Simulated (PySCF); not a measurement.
C4H7NSi, SMILES C#CC(=C)[SiH2]N. Atoms are numbered in the order given.

```xyz
13

C     -1.2201     2.2895     0.6346
C     -1.0849     1.1053     0.3925
C     -0.8238    -0.2607     0.0708
C     -1.7113    -1.2472     0.3180
Si     0.8670    -0.6277    -0.7173
N      2.2425    -0.1201     0.2048
H     -1.3663     3.3298     0.8545
H     -2.6883    -1.0505     0.7718
H     -1.4793    -2.2867     0.0670
H      0.9349     0.0906    -2.0202
H      0.9181    -2.1067    -0.8998
H      2.4737     0.8692     0.2243
H      2.4128    -0.5374     1.1158
```

Geometry optimised at B3LYP-D3(BJ)/def2-SVP. The structure was generated by enumeration, and PubChem lists no compound with its InChIKey, so it may never have been made. One conformer was computed; it need not be the lowest.

The numbers are results of PBE/pcSseg-1 (PySCF), not measurements.

GIAO shieldings, no solvent; atoms listed in one row are averaged. δ = σ(ref) − σ: ¹³C against TMS (σ = 182.0 ppm); ²⁹Si against TMS (σ = 335.4 ppm); ¹⁵N against NH3 (σ = 267.0 ppm); ¹H against TMS (σ = 31.49 ppm), references at their B3LYP-D3(BJ)/def2-TZVP geometries, non-relativistic.

```tsv
nucleus	atoms	count	δ (ppm)
¹³C	C4	1	146.6
¹³C	C3	1	143.0
¹³C	C1	1	93.4
¹³C	C2	1	91.2
²⁹Si	Si5	1	-28.5
¹⁵N	N6	1	20.0
¹H	H8	1	6.60
¹H	H9	1	6.38
¹H	H10	1	5.14
¹H	H11	1	4.97
¹H	H7	1	3.67
¹H	H12	1	1.14
¹H	H13	1	0.55
```
